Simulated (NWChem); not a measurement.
System: C2H4FNOSi; SMILES F[Si@@H]1COC=N1

```xyz
10

F      0.0493     2.0060    -0.6243
Si    -0.0338     0.7927     0.4498
C      1.2929    -0.5319     0.1250
O      0.5085    -1.6640    -0.2904
C     -0.8123    -1.4143    -0.2407
N     -1.3363    -0.3103     0.1098
H     -0.0617     1.4292     1.7866
H      1.8739    -0.8270     1.0129
H      2.0019    -0.2885    -0.6811
H     -1.3819    -2.3046    -0.5472
```
Atoms are numbered in this order, from 1.

Computed with NWChem. Pople sets run with spherical d functions. All runs use the structure optimised with PBE0/def2-SVP.

**Question.** Order these runs by computing time, cheapest first, and give rough ratios: PBE0/STO-3G; PBE0/6-311++G**; PBE0/6-31G*.

**Answer.** PBE0/STO-3G (1), PBE0/6-31G* (4), PBE0/6-311++G** (10). Ratios are rough, from one shared machine; the cheapest took roughly 3 core-seconds. What differs between the cheapest and the dearest: highest occupied level (eV) -4.50 → -8.21; orbital gap (eV) 8.00 → 7.53; dipole (D) 1.99 → 2.58.
